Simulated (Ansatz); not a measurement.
Compare A (`O=CC([SiH3])[SeH]`) with its isomer B (`C=C[Se][SiH2]O`).

Gas-phase electronic energies from Ansatz, PBE0-D4/def2-TZVP geometries. CCSD(T)/CBS adds triple-zeta CCSD(T) − MP2 to the extrapolated MP2 energy (def2 sets, frozen cores). Functionals use def2-TZVPP. For Se outer-core shells are correlated without core-valence functions, which leaves a few kJ/mol of doubt a bond. Scalar relativity is left out up to krypton. Each species was taken in one conformer, which may not be the lowest.

(1) Which is lower in electronic energy at CCSD(T)/CBS, and by how much? (An estimate is asked.)

(2) Give E(B) − E(A) in kJ/mol with CCSD(T)/def2-TZVPP, r2SCAN-D4, PBE0-D4, CCSD/def2-TZVPP, PBE-D4, ωB97M-V, HF/def2-TZVPP. (An estimate is asked.)

Largest T1 diagnostic: 0.013.

Answers

(1) Ansatz gave: B, by 187.3 kJ/mol.

(2) The calculation gave: CCSD(T)/def2-TZVPP -177.9, r2SCAN-D4 -176.6, PBE0-D4 -172.8, CCSD/def2-TZVPP -180.4, PBE-D4 -163.7, ωB97M-V -177.6, HF/def2-TZVPP -187.4. None reverses the order clearly.

From PBE to PBE0 (25 % exact exchange), in def2-TZVPP and without D4, E(B) − E(A) moves by −8.9 kJ/mol.
